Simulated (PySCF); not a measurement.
AlCl3, SMILES [Cl][Al-]([Cl])[Cl], charge -1, multiplicity 2. The structure is a stationary point at PBE-D3(BJ)/def2-SVPD.

### Question
Give the equilibrium geometry at PBE-D3(BJ)/def2-SVPD (PySCF confirms it by a frequency run) as Cartesian coordinates in Å, and its point group. (Estimate from the structure and the level; the computed values follow.)

### Answer
point group C3v.
```xyz
4

Al     0.0000     0.0000    -0.6401
Cl     1.8073     1.0435     0.1632
Cl     0.0000    -2.0869     0.1632
Cl    -1.8073     1.0435     0.1632
```
Charge -1, spin multiplicity 2.
